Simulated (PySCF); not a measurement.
Si(F)(NH2)3 (FH6N3Si), SMILES N[Si](N)(N)F.

Geometry optimised at PBE0-D3(BJ)/def2-SVP. Other conformers were not sampled.

These are PBE/def2-TZVP in PySCF values and carry that method's errors.

Gas-phase values at a fixed geometry.

Computed frontier levels, gap, dipole moment and polarisability:
```json
{
 "highest_occupied_level": "-5.57 eV",
 "lowest_empty_level": "-0.07 eV",
 "orbital_gap": "5.50 eV",
 "dipole_moment": "0.470 e·Å",
 "quadrupole, principal values (traceless, Buckingham form, about the centre of nuclear charge)": "-6.00, -0.02, 6.02 D·Å",
 "mean_static_polarisability": "47.3 bohr³ (7.01 Å³)",
 "polarisability_principal_values": "42.4, 48.6, 50.8 bohr³"
}
```
